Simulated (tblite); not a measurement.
Record of a relaxation.

Compound: C4H6N2S2.
Atom-mapped SMILES: `[CH3:1][S:2][c:3]1[n:4][n:5][c:6]([CH3:7])[s:8]1` (hydrogens: H9, H10, H11 on C1; H12, H13, H14 on C7)

Computed with GFN2-xTB (tblite), gas phase: L-BFGS steps from a force-field or distance-geometry start until the largest atomic force falls under 0.01 eV/Å. 12 of its 37 geometries are shown.

Step 0: E = -651.3448 eV, largest atomic force 2.417 eV/Å
```
atom  x, y, z in Å  |  force x, y, z in eV/Å
C1     -3.270   -0.006   -0.040   -0.848   0.145  -0.605
S2     -2.182   -0.289    1.353    0.595  -0.044   0.152
C3     -0.609   -0.130    0.591   -1.096   0.519  -2.091
N4     -0.479    0.151   -0.701    1.799  -0.348   1.271
N5      0.848    0.224   -1.058   -1.046  -0.315   1.607
C6      1.656    0.015   -0.054    0.011   0.423  -1.701
C7      3.143    0.040   -0.132    0.035  -0.113  -0.057
S8      0.868   -0.295    1.441    0.062  -0.273   1.142
H9     -3.113   -0.754   -0.819    0.154   0.133   0.163
H10    -3.128    0.996   -0.448    0.187  -0.167   0.070
H11    -4.319   -0.079    0.298    0.569  -0.055   0.128
H12     3.466    0.249   -1.149   -0.119  -0.009  -0.031
H13     3.557   -0.931    0.172   -0.144   0.229  -0.025
H14     3.561    0.808    0.525   -0.160  -0.125  -0.024
```

Step 3: E = -651.5259 eV, largest atomic force 0.193 eV/Å
```
atom  x, y, z in Å  |  force x, y, z in eV/Å
C1     -3.288   -0.002   -0.055    0.040   0.015  -0.025
S2     -2.166   -0.289    1.349   -0.070   0.016  -0.100
C3     -0.637   -0.121    0.563    0.118   0.048  -0.091
N4     -0.447    0.145   -0.687   -0.057  -0.036   0.048
N5      0.831    0.219   -1.030    0.143  -0.006   0.070
C6      1.665    0.022   -0.076   -0.049  -0.017   0.186
C7      3.143    0.039   -0.140   -0.001   0.015  -0.065
S8      0.864   -0.302    1.468   -0.141  -0.028   0.067
H9     -3.107   -0.751   -0.816    0.084  -0.011  -0.041
H10    -3.120    0.993   -0.448    0.102   0.038  -0.045
H11    -4.307   -0.082    0.307    0.020  -0.052   0.171
H12     3.464    0.249   -1.153    0.002   0.018  -0.153
H13     3.550   -0.924    0.171   -0.079   0.040  -0.010
H14     3.552    0.803    0.524   -0.110  -0.039  -0.011
```

Step 7: E = -651.5373 eV, largest atomic force 0.120 eV/Å
```
atom  x, y, z in Å  |  force x, y, z in eV/Å
C1     -3.286    0.001   -0.061    0.037   0.002  -0.020
S2     -2.168   -0.287    1.338    0.049  -0.002   0.022
C3     -0.635   -0.117    0.559   -0.054  -0.012  -0.005
N4     -0.442    0.143   -0.690   -0.027   0.008   0.026
N5      0.841    0.218   -1.018    0.019  -0.005   0.009
C6      1.663    0.020   -0.057    0.009  -0.008  -0.020
C7      3.139    0.041   -0.149   -0.002  -0.005   0.035
S8      0.849   -0.306    1.481    0.012   0.005   0.016
H9     -3.096   -0.750   -0.821   -0.003   0.021  -0.018
H10    -3.107    0.996   -0.454   -0.005  -0.015  -0.020
H11    -4.296   -0.088    0.328    0.063   0.006  -0.009
H12     3.458    0.250   -1.168   -0.108  -0.009   0.051
H13     3.541   -0.921    0.168    0.006  -0.010  -0.037
H14     3.539    0.801    0.522    0.006   0.025  -0.030
```

Step 10: E = -651.5398 eV, largest atomic force 0.051 eV/Å
```
atom  x, y, z in Å  |  force x, y, z in eV/Å
C1     -3.276    0.001   -0.064   -0.003   0.002  -0.012
S2     -2.166   -0.287    1.339    0.030   0.002  -0.019
C3     -0.637   -0.119    0.558    0.015   0.011   0.022
N4     -0.440    0.145   -0.689   -0.046  -0.016   0.015
N5      0.844    0.216   -1.014   -0.018  -0.003   0.021
C6      1.661    0.017   -0.050   -0.005   0.012  -0.015
C7      3.134    0.040   -0.144    0.021  -0.001  -0.010
S8      0.845   -0.306    1.486    0.003  -0.014   0.025
H9     -3.093   -0.747   -0.827    0.022  -0.010   0.000
H10    -3.104    0.996   -0.461    0.019   0.009   0.005
H11    -4.282   -0.089    0.333   -0.025   0.008  -0.028
H12     3.437    0.250   -1.166   -0.048   0.009  -0.016
H13     3.540   -0.923    0.161    0.021   0.011   0.013
H14     3.537    0.806    0.517    0.014  -0.019  -0.002
```

Step 13: E = -651.5407 eV, largest atomic force 0.067 eV/Å
```
atom  x, y, z in Å  |  force x, y, z in eV/Å
C1     -3.273    0.001   -0.066    0.000   0.001   0.001
S2     -2.163   -0.287    1.339   -0.063  -0.005   0.023
C3     -0.636   -0.118    0.561    0.003  -0.006   0.022
N4     -0.444    0.143   -0.686    0.046  -0.001   0.016
N5      0.841    0.216   -1.012   -0.009   0.000  -0.009
C6      1.659    0.017   -0.048   -0.006  -0.010   0.035
C7      3.134    0.040   -0.144   -0.036   0.004  -0.016
S8      0.845   -0.307    1.489    0.010   0.003  -0.011
H9     -3.089   -0.747   -0.829    0.018  -0.001   0.006
H10    -3.100    0.996   -0.462    0.019  -0.001   0.004
H11    -4.280   -0.088    0.330   -0.004   0.006  -0.032
H12     3.424    0.251   -1.169    0.004   0.006  -0.033
H13     3.543   -0.923    0.160    0.007   0.012  -0.002
H14     3.539    0.806    0.515    0.010  -0.007  -0.003
```

Step 16: E = -651.5418 eV, largest atomic force 0.059 eV/Å
```
atom  x, y, z in Å  |  force x, y, z in eV/Å
C1     -3.269    0.002   -0.070    0.008   0.002   0.000
S2     -2.168   -0.287    1.341   -0.017  -0.003   0.035
C3     -0.635   -0.118    0.570   -0.054  -0.023  -0.001
N4     -0.444    0.141   -0.679   -0.019   0.013   0.023
N5      0.838    0.214   -1.006    0.027  -0.011   0.031
C6      1.657    0.015   -0.042    0.020  -0.012  -0.007
C7      3.129    0.040   -0.147    0.026   0.009  -0.007
S8      0.846   -0.309    1.495   -0.001   0.007   0.016
H9     -3.079   -0.748   -0.831    0.008   0.011   0.003
H10    -3.091    0.997   -0.464    0.012  -0.009  -0.004
H11    -4.279   -0.086    0.319    0.000   0.004  -0.034
H12     3.405    0.254   -1.177    0.030  -0.012   0.024
H13     3.548   -0.919    0.158   -0.024   0.006  -0.047
H14     3.542    0.804    0.511   -0.015   0.018  -0.032
```

Step 20: E = -651.5438 eV, largest atomic force 0.063 eV/Å
```
atom  x, y, z in Å  |  force x, y, z in eV/Å
C1     -3.259    0.004   -0.076    0.003   0.000   0.002
S2     -2.182   -0.289    1.353    0.036   0.006  -0.029
C3     -0.643   -0.125    0.589    0.054   0.011   0.026
N4     -0.449    0.139   -0.659   -0.022  -0.021  -0.003
N5      0.833    0.209   -0.989   -0.062   0.009  -0.003
C6      1.655    0.010   -0.028   -0.033   0.018   0.010
C7      3.125    0.043   -0.155   -0.017  -0.009   0.009
S8      0.846   -0.312    1.510   -0.031  -0.015   0.020
H9     -3.058   -0.746   -0.834    0.016  -0.003  -0.004
H10    -3.069    0.997   -0.468    0.015   0.005  -0.002
H11    -4.278   -0.080    0.289   -0.006   0.001  -0.002
H12     3.380    0.256   -1.189    0.042   0.005  -0.008
H13     3.552   -0.914    0.140    0.010  -0.047  -0.014
H14     3.546    0.807    0.495   -0.004   0.042  -0.003
```

Step 23: E = -651.5446 eV, largest atomic force 0.022 eV/Å
```
atom  x, y, z in Å  |  force x, y, z in eV/Å
C1     -3.255    0.005   -0.079    0.010   0.001  -0.007
S2     -2.184   -0.289    1.356   -0.014  -0.002   0.004
C3     -0.643   -0.126    0.597   -0.004   0.005   0.010
N4     -0.454    0.136   -0.651    0.002  -0.012   0.007
N5      0.827    0.208   -0.983   -0.005   0.007  -0.012
C6      1.652    0.009   -0.024   -0.007   0.010  -0.010
C7      3.123    0.043   -0.157   -0.019  -0.003  -0.001
S8      0.843   -0.314    1.517    0.019  -0.002  -0.011
H9     -3.048   -0.745   -0.835    0.011  -0.002  -0.001
H10    -3.059    0.997   -0.469    0.008   0.002   0.000
H11    -4.277   -0.077    0.277    0.019   0.001   0.007
H12     3.376    0.257   -1.192    0.008   0.000   0.013
H13     3.553   -0.916    0.131   -0.012   0.009   0.005
H14     3.546    0.812    0.488   -0.015  -0.013  -0.004
```

Step 26: E = -651.5449 eV, largest atomic force 0.027 eV/Å
```
atom  x, y, z in Å  |  force x, y, z in eV/Å
C1     -3.252    0.005   -0.080    0.010   0.000   0.002
S2     -2.186   -0.290    1.357    0.010  -0.002   0.013
C3     -0.643   -0.126    0.602   -0.012  -0.013  -0.006
N4     -0.456    0.134   -0.648   -0.023   0.014   0.002
N5      0.824    0.208   -0.982   -0.003  -0.007   0.007
C6      1.649    0.011   -0.024    0.007  -0.008  -0.018
C7      3.120    0.042   -0.158    0.019   0.007  -0.007
S8      0.845   -0.315    1.518    0.005   0.008  -0.004
H9     -3.043   -0.745   -0.835    0.006   0.001  -0.003
H10    -3.055    0.998   -0.470    0.007   0.001  -0.004
H11    -4.274   -0.076    0.275    0.007   0.000  -0.001
H12     3.376    0.257   -1.192   -0.005  -0.001  -0.008
H13     3.551   -0.915    0.130   -0.021   0.003   0.012
H14     3.544    0.812    0.485   -0.009  -0.003   0.016
```

Step 29: E = -651.5452 eV, largest atomic force 0.022 eV/Å
```
atom  x, y, z in Å  |  force x, y, z in eV/Å
C1     -3.246    0.005   -0.082    0.003  -0.001   0.013
S2     -2.187   -0.290    1.361    0.010   0.000  -0.001
C3     -0.645   -0.128    0.607    0.019  -0.005  -0.002
N4     -0.461    0.133   -0.643    0.010   0.010  -0.007
N5      0.818    0.208   -0.981   -0.014  -0.002  -0.013
C6      1.647    0.011   -0.026   -0.010  -0.006   0.004
C7      3.118    0.043   -0.160   -0.010   0.003   0.000
S8      0.848   -0.315    1.519   -0.020   0.004   0.000
H9     -3.035   -0.745   -0.837    0.006   0.006   0.007
H10    -3.047    0.998   -0.471    0.010  -0.007   0.003
H11    -4.269   -0.075    0.271   -0.005  -0.001  -0.009
H12     3.374    0.258   -1.193    0.001   0.002  -0.022
H13     3.546   -0.915    0.129   -0.003  -0.011   0.009
H14     3.540    0.812    0.485    0.002   0.010   0.019
```

Step 33: E = -651.5453 eV, largest atomic force 0.017 eV/Å
```
atom  x, y, z in Å  |  force x, y, z in eV/Å
C1     -3.244    0.005   -0.081    0.000   0.000   0.000
S2     -2.186   -0.291    1.362    0.002  -0.002   0.004
C3     -0.644   -0.129    0.607   -0.013   0.007  -0.009
N4     -0.462    0.133   -0.643   -0.007  -0.003  -0.007
N5      0.816    0.208   -0.983    0.010   0.001   0.005
C6      1.645    0.011   -0.028    0.003   0.003  -0.003
C7      3.116    0.044   -0.161    0.004  -0.002   0.002
S8      0.847   -0.314    1.518    0.005   0.000  -0.004
H9     -3.032   -0.744   -0.836    0.006  -0.004   0.005
H10    -3.044    0.998   -0.471    0.007   0.001   0.007
H11    -4.268   -0.075    0.269   -0.002   0.001  -0.003
H12     3.376    0.258   -1.194   -0.006  -0.002   0.015
H13     3.543   -0.915    0.131   -0.003   0.005  -0.004
H14     3.537    0.812    0.487   -0.006  -0.005  -0.008
```

Step 36: E = -651.5454 eV, largest atomic force 0.008 eV/Å
```
atom  x, y, z in Å  |  force x, y, z in eV/Å
C1     -3.242    0.005   -0.080    0.000  -0.001  -0.004
S2     -2.186   -0.291    1.364   -0.004   0.000   0.000
C3     -0.645   -0.129    0.607   -0.005   0.000  -0.002
N4     -0.464    0.133   -0.643   -0.004   0.000  -0.002
N5      0.815    0.208   -0.983   -0.003   0.001   0.002
C6      1.644    0.011   -0.029    0.001  -0.001   0.000
C7      3.115    0.044   -0.161    0.006  -0.001   0.001
S8      0.847   -0.314    1.518   -0.002   0.002  -0.004
H9     -3.028   -0.744   -0.834    0.003  -0.007   0.000
H10    -3.039    0.997   -0.469    0.001   0.005   0.005
H11    -4.268   -0.074    0.266    0.002   0.002   0.003
H12     3.374    0.258   -1.194    0.000   0.002  -0.003
H13     3.541   -0.915    0.130    0.003  -0.006   0.002
H14     3.535    0.812    0.487    0.002   0.004   0.002
```

**Question.** Summarise the path.

**Answer.** The energy falls by 4.63 kcal/mol from step 0 to step 36; nine tenths of that is first reached at step 3. It falls at every step. The largest force goes from 2.417 to 0.008 eV/Å. Among the bonds C6–S8 changes most (a near tie, within 0.001 Å, with another), from 1.718 to 1.770 Å; the atoms move by 0.065 Å rms after alignment.
